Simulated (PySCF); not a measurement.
**Si4H10O2**

The system: Si4H10O2, a small molecule; neutral, singlet. The structure, one conformer, was relaxed in the gas phase by PBE0-D3(BJ)/def2-SVP. No frequency run checks that it is a minimum.

SMILES: [SiH3]O[SiH]([SiH3])O[SiH3]

```xyz
16

Si    0.538   -0.799   -0.643
Si   -0.339   -0.339   -2.763
O     1.297    0.565   -0.094
Si    1.421    1.833    0.965
O    -0.730   -1.199    0.345
Si   -1.458   -1.065    1.829
H     1.530   -1.914   -0.616
H    -1.263    0.833   -2.653
H     0.753   -0.001   -3.728
H    -1.104   -1.510   -3.294
H     1.294    1.345    2.371
H     2.753    2.475    0.780
H     0.344    2.834    0.701
H    -0.662   -1.785    2.868
H    -1.565    0.375    2.215
H    -2.821   -1.658    1.740
```
Atom numbers follow the order of the file, from 1.

Shieldings: GIAO PBE0/pcSseg-1. Shifts are against computed references at the same level: H TMS (σ 31.27 ppm), Si TMS (σ 352.0 ppm). Core levels by delta-SCF with SCAN, pcX-2 on the ionised atom and pcseg-1 elsewhere, spin-free X2C (2p3/2 is the spin-free 2p value less a third of a first-order spin-orbit splitting); from the vacuum level, for chosen atoms.

Task: Give the shieldings and core levels atom by atom.

Result: 
| atoms | bonded to | σ (ppm) | δ (ppm) | core level (eV) |
| --- | --- | --- | --- | --- |
| Si1 | 2 O + 1 Si + 1 H | 366.1 | -14.1 | 2p3/2 107.60 |
| Si2 | 1 Si + 3 H | 462.4 | -110.4 | 2p3/2 106.46 |
| O3 | 2 Si | 284.5 | - | 1s 537.83 |
| Si4 | 1 O + 3 H | 390.6 | -38.6 | 2p3/2 107.60 |
| O5 | 2 Si | 283.4 | - | 1s 537.83 |
| Si6 | 1 O + 3 H | 390.1 | -38.1 | - |
| H7 | 1 Si | 25.72 | 5.55 | - |
| H8 H9 H10 | 1 Si | 27.95 | 3.32 | - |
| H11 H12 H13 | 1 Si | 26.12 | 5.14 | - |
| H14 H15 H16 | 1 Si | 26.12 | 5.15 | - |

Values are those of this one static structure, with the three H of a rotating XH3 group averaged; atoms that internal rotation interchanges would show their mean in an NMR spectrum.

Task: Which of Si1, Si2, Si4 holds its core electrons tightest, and by how much against the loosest?

Result: Si1 (bonded to 2 O + 1 Si + 1 H), by 1.14 eV over Si2 (bonded to 1 Si + 3 H).

Task: By CAM-B3LYP/def2-SVPD (TDDFT singlets, Tamm-Dancoff triplets, ionisation by delta-SCF), where does absorption start, and what does vertical ionisation take?

Result: The lowest singlet lies at 6.52 eV (f 0.022), the strongest of the first 6 at 7.70 eV (f 0.252), the lowest triplet at 5.92 eV; vertical ionisation takes 9.70 eV.

The 3 runs behind this took 3.5 min in all, one thread each of Arm Neoverse V1 on a shared host, launched as `OMP_NUM_THREADS=1 python cluster_run.py task.json out`.
